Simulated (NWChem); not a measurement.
Program: NWChem. System: C$_{2}$H$_{5}$F, charge 0, spin multiplicity 3, at the geometry of a parent with another charge or spin, in a state set for the comparison that need not be this species' ground state. Its SCF solution wasn't tested for a lower state.

The NWChem input:

```
start mol
memory heap 200 mb stack 900 mb global 1100 mb
geometry units angstroms nocenter noautoz
  C     -1.177100     0.266809     0.000000
  C      0.318768     0.447774     0.000000
  F      0.948222    -0.773853     0.000000
  H     -1.683493     1.244029     0.000000
  H     -1.501669    -0.290655    -0.891199
  H     -1.501669    -0.290655     0.891199
  H      0.651412     1.007229     0.892239
  H      0.651412     1.007229    -0.892239
  symmetry group Cs
end
basis spherical
  * library def2-svp
end
dft
  xc xpbe96 cpbe96
  odft
  mult 3
  semidirect memsize 60000000 filesize 0
  iterations 100
end
task dft energy
```

The output up to the point where the run's verdict is printed (cleaned and shortened):

```
             Northwest Computational Chemistry Package (NWChem) 7.3.0
             --------------------------------------------------------

                                NWChem Input Module
                                -------------------

 Scaling coordinates for geometry "geometry" by  1.889725989
 (inverse scale =  0.529177249)

 Turning off AUTOSYM since
 SYMMETRY directive was detected!

                             Geometry "geometry" -> ""
                             -------------------------

 Output coordinates in angstroms (scale by  1.889725989 to convert to a.u.)

  No.       Tag          Charge          X              Y              Z
 ---- ---------------- ---------- -------------- -------------- --------------
    1 C                    6.0000    -1.17710000     0.26680900     0.00000000
    2 C                    6.0000     0.31876800     0.44777400     0.00000000
    3 F                    9.0000     0.94822200    -0.77385300     0.00000000
    4 H                    1.0000    -1.68349300     1.24402900     0.00000000
    5 H                    1.0000    -1.50166900    -0.29065500    -0.89119900
    6 H                    1.0000    -1.50166900    -0.29065500     0.89119900
    7 H                    1.0000     0.65141200     1.00722900     0.89223900
    8 H                    1.0000     0.65141200     1.00722900    -0.89223900

 Effective nuclear repulsion energy (a.u.)      79.3992749377

            Nuclear Dipole moment (a.u.)
            ----------------------------
        X                 Y               Z
 ---------------- ---------------- ----------------
    -0.0000018897    -0.0000037795     0.0000000000

      Symmetry information
      --------------------

 Group name             Cs
 Group number              2
 Group order               2
 No. of unique centers     6

      Symmetry unique atoms

     1    2    3    4    5    7


 Summary of "ao basis" -> "" (spherical)
 ------------------------------------------------------------------------------
       Tag                 Description            Shells   Functions and Types
[...]
 d= 0,ls=0.5,diis    75   -178.3684704169 -7.92D-08  3.73D-05  1.34D-06    28.4
                                                     2.56D-06  1.27D-06
 d= 0,ls=0.5,diis    76   -178.3684704562 -3.93D-08  3.67D-05  1.45D-06    28.7
                                                     1.97D-06  1.37D-06
 d= 0,ls=0.5,diis    77   -178.3684705795 -1.23D-07  3.54D-05  1.37D-06    29.1
                                                     1.92D-06  1.29D-06
 d= 0,ls=0.5,diis    78   -178.3684706824 -1.03D-07  3.42D-05  1.32D-06    29.4
                                                     1.83D-06  1.25D-06
 d= 0,ls=0.5,diis    79   -178.3684707901 -1.08D-07  3.43D-05  1.25D-06    29.8
                                                     2.10D-06  1.19D-06
 d= 0,ls=0.5,diis    80   -178.3684710420 -2.52D-07  3.45D-05  8.86D-07    30.1
                                                     2.51D-06  8.38D-07
 d= 0,ls=0.5,diis    81   -178.3684713107 -2.69D-07  3.52D-05  4.97D-07    30.5
                                                     2.69D-06  4.49D-07
 d= 0,ls=0.5,diis    82   -178.3684715183 -2.08D-07  3.17D-05  2.20D-07    30.9
                                                     1.79D-06  1.80D-07
 d= 0,ls=0.5,diis    83   -178.3684716268 -1.08D-07  2.72D-05  1.19D-07    31.2
                                                     1.13D-06  8.40D-08
 d= 0,ls=0.5,diis    84   -178.3684716694 -4.26D-08  2.38D-05  1.28D-07    31.6
                                                     1.45D-06  9.43D-08
 d= 0,ls=0.5,diis    85   -178.3684716831 -1.37D-08  2.30D-05  1.79D-07    31.9
                                                     1.22D-06  1.45D-07
 d= 0,ls=0.5,diis    86   -178.3684717071 -2.40D-08  2.54D-05  1.99D-07    32.3
                                                     1.26D-06  1.66D-07
 d= 0,ls=0.5,diis    87   -178.3684717901 -8.30D-08  2.13D-05  9.63D-08    32.7
                                                     1.11D-06  6.92D-08
 d= 0,ls=0.5,diis    88   -178.3684718032 -1.31D-08  1.98D-05  1.30D-07    33.0
                                                     1.03D-06  1.02D-07
 d= 0,ls=0.5,diis    89   -178.3684718159 -1.27D-08  1.94D-05  1.56D-07    33.4
                                                     7.30D-07  1.29D-07
 d= 0,ls=0.5,diis    90   -178.3684718428 -2.69D-08  1.92D-05  1.48D-07    33.7
                                                     5.93D-07  1.21D-07
 d= 0,ls=0.5,diis    91   -178.3684718803 -3.75D-08  1.80D-05  1.15D-07    34.1
                                                     6.11D-07  9.05D-08
 d= 0,ls=0.5,diis    92   -178.3684719016 -2.13D-08  1.61D-05  1.12D-07    34.5
                                                     1.08D-06  8.92D-08
 d= 0,ls=0.5,diis    93   -178.3684719018 -2.31D-10  1.55D-05  1.45D-07    34.9
                                                     9.17D-07  1.26D-07
 d= 0,ls=0.5,diis    94   -178.3684719053 -3.49D-09  1.59D-05  1.67D-07    35.3
                                                     5.70D-07  1.49D-07
 d= 0,ls=0.5,diis    95   -178.3684719366 -3.13D-08  1.58D-05  1.32D-07    35.6
                                                     5.22D-07  1.15D-07
 d= 0,ls=0.5,diis    96   -178.3684719659 -2.93D-08  1.50D-05  1.02D-07    36.0
                                                     4.41D-07  8.76D-08
 d= 0,ls=0.5,diis    97   -178.3684719892 -2.33D-08  1.42D-05  8.18D-08    36.4
                                                     4.51D-07  6.92D-08
 d= 0,ls=0.5,diis    98   -178.3684720044 -1.52D-08  1.32D-05  7.53D-08    36.8
                                                     4.09D-07  6.44D-08
 d= 0,ls=0.5,diis    99   -178.3684720167 -1.23D-08  1.23D-05  7.16D-08    37.2
                                                     5.09D-07  6.14D-08
 d= 0,ls=0.5,diis   100   -178.3684720240 -7.32D-09  1.16D-05  7.55D-08    37.5
                                                     5.43D-07  6.70D-08
```

Convergence was not reached. The next line reads: Calculation failed to converge. NWChem stopped with the message: dft energy failed.
